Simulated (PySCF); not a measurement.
# Working out the ionisation energy of I

I [Kr] 4d10 5s2 5p5 (2P) → I⁺ [Kr] 4d10 5s2 5p4 (3P). Calculation: PySCF 2.14, in x2c-TZVPPall (8s6p4d2f, 60 functions); the spin-free X2C one-electron Hamiltonian (Gaussian nucleus). Frozen: [Ar] 3d10. Energies in hartree (1 hartree = 27.21139 eV):

```csv
part,I (lower),I⁺ (upper)
UHF,-7112.659944,-7112.307628
CCSD correlation,-0.563415,-0.535860
(T),-0.010149,-0.008706
```

Q: What does Hartree-Fock give?

A: (-7112.307628) − (-7112.659944) = 0.352316 hartree = 9.587 eV.

Q: What do CCSD and CCSD(T) give?

A: The CCSD correlation energies differ by 0.027555 hartree = 0.750 eV and the triples by 0.001443 hartree = 0.039 eV, so CCSD gives 10.337 eV and CCSD(T) 10.376 eV.

Measured between the centres of the two terms (NIST): 10.519 eV, so CCSD(T) (valence and next inner shell) is off by -0.143 eV.

What remains against the reference includes basis incompleteness, the frozen core and higher excitations.
